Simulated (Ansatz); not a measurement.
A nudged elastic band was laid between two geometries of CH3ClGeO (7 atoms, charge 0, multiplicity 1).

The calculation used RKS B3LYP/def2-SVP (Ansatz).

- movable images: 5
- climbing image: yes
- spring: 5.0 eV/Å²
- optimiser: quadratic models (default)
- start path: through a guess of the saddle point
- force threshold: 0.05 eV/Å
- iteration limit: 60
- end points: relaxed

Initial state:

```xyz
7
Properties=species:S:1:pos:R:3
Cl -0.500 -1.620 1.640
C 0.467 -0.671 0.446
O 0.169 -0.868 -0.875
Ge -0.305 0.892 -0.387
H 1.525 -0.735 0.742
H -1.826 1.047 -0.412
H 0.531 1.887 -1.199
```

Final state:

```xyz
7
Properties=species:S:1:pos:R:3
Cl -0.507 -1.176 1.734
C 0.273 -0.332 0.357
O -0.551 -0.419 -0.835
Ge -0.095 1.637 0.055
H 1.229 -0.826 0.156
H -1.444 -0.695 -0.573
H 1.157 1.745 -0.940
```

Problem. Which bonds break or form, and what moves?

Solution. Bonds broken: Ge4–H6. Bonds formed: O3–H6.

Problem. Give the energies along the band, and the barrier.

Solution. It converged. The highest image is number 3 of 0 to 6, 122.6 kJ/mol above the first end and 121.8 kJ/mol above the last; the last end lies 0.9 kJ/mol above the first. A vibrational analysis at the climbing image gives one clearly imaginary mode, 1369i cm⁻¹: a first-order saddle point. The orbitals stay closed-shell, which can raise the energy where a bond breaks towards radicals; this wasn't checked here.

```json
{"image": "0", "path coordinate (Å)": "0.00", "energy (kJ/mol)": "0.0", "Ge4–H6 (Å)": "1.53", "O3–H6 (Å)": "2.80"}
{"image": "1", "path coordinate (Å)": "0.54", "energy (kJ/mol)": "18.6", "Ge4–H6 (Å)": "1.53", "O3–H6 (Å)": "2.49"}
{"image": "2", "path coordinate (Å)": "1.09", "energy (kJ/mol)": "59.8", "Ge4–H6 (Å)": "1.56", "O3–H6 (Å)": "2.02"}
{"image": "3", "path coordinate (Å)": "1.63", "energy (kJ/mol)": "122.6", "Ge4–H6 (Å)": "1.68", "O3–H6 (Å)": "1.41"}
{"image": "4", "path coordinate (Å)": "2.08", "energy (kJ/mol)": "42.9", "Ge4–H6 (Å)": "2.04", "O3–H6 (Å)": "1.01"}
{"image": "5", "path coordinate (Å)": "2.53", "energy (kJ/mol)": "10.4", "Ge4–H6 (Å)": "2.42", "O3–H6 (Å)": "0.97"}
{"image": "6", "path coordinate (Å)": "2.98", "energy (kJ/mol)": "0.9", "Ge4–H6 (Å)": "2.77", "O3–H6 (Å)": "0.97"}
```

Problem. What is the geometry of the highest image?

Solution. 
```xyz
7
Properties=species:S:1:pos:R:3
Cl -0.355 -1.472 1.818
C 0.287 -0.588 0.400
O -0.326 -0.771 -0.756
Ge -0.388 1.321 -0.025
H 1.385 -0.646 0.365
H -1.318 0.217 -0.890
H 0.775 1.870 -0.958
```

Problem. What are the harmonic wavenumbers there?

Solution. 1369i, 170, 347, 360, 462, 551, 667, 743, 860, 962, 1247, 1293, 1783, 1938, 3114 cm⁻¹.

The run took 110 s on 2 threads of Arm Neoverse V1, with other jobs on the host, peak memory 0.21 GiB.
